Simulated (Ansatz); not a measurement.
Cost and result up the ladder for the cluster Ge₃Se₄ (7 atoms). Charge 0, multiplicity 1. Geometry: PBE-D4/def2-SVP.

```xyz
7

Ge    0.323   -0.615    1.728
Ge   -1.725   -0.453   -0.539
Ge    2.065    0.070   -1.859
Se    1.232    2.145   -0.959
Se    0.736   -1.606   -0.780
Se   -2.098   -1.065    1.819
Se   -0.534    1.523    0.590
```

Ansatz on 4 threads of Intel Xeon Platinum 8175M on a shared host. Times are rough, and most runs start from the orbitals of an earlier one. PBE0-D4/def2-TZVP serves as the yardstick here, not as an exact answer. Differences are given only for rows in sets of like size (and for xTB, whose basis is part of the method), since another set adds its own error. Binding counts from free atoms at the same level (Ge triplet, Se triplet; other spins of the atoms weren't run), without zero-point energy or a counterpoise term.

LC-ωPBE has ω = 0.4 bohr⁻¹. Correlated methods freeze 63 core orbitals; core or outer-core shells of Ge, Se are correlated, in sets that lack core-valence functions. The rows differ in basis, and correlated rows in double-zeta sets carry the largest basis error. Another isomer (singlet) lies 0.46 eV lower at PBE0-D4/def2-TZVP; other spin states weren't run for this one.

Correlated methods converge slowly with the basis, most of all in double-zeta sets.

| level | functions | binding energy per atom (eV) | difference from PBE0-D4/def2-TZVP (eV) |
| --- | --- | --- | --- |
| PBE0-D4/def2-SVP | 224 | 3.03 | – |
| LC-ωPBE/def2-TZVP | 336 | 2.70 | -0.35 |
| RPA@PBE/def2-SVP | 224 | 2.34 | – |
| PBE-D4/def2-SVP | 224 | 3.23 | – |
| r2SCAN-D4/def2-TZVP | 336 | 3.07 | 0.02 |
| PBE-D4/def2-TZVP (with forces) | 336 | 3.23 | 0.18 |
| PBE0-D4/def2-TZVP | 336 | 3.05 | 0.00 |
| MP2/def2-SVP | 224 | 2.69 | – |

**Question.** Estimate how long each takes.

**Answer.** PBE-D4/def2-SVP 6 s; PBE-D4/def2-TZVP (with forces) 9.5 s; r2SCAN-D4/def2-TZVP 16 s; PBE0-D4/def2-SVP 18 s; RPA@PBE/def2-SVP 18 s; LC-ωPBE/def2-TZVP 22 s; MP2/def2-SVP 23 s; PBE0-D4/def2-TZVP 30 s. On shared hardware such times vary by a factor of up to 3.
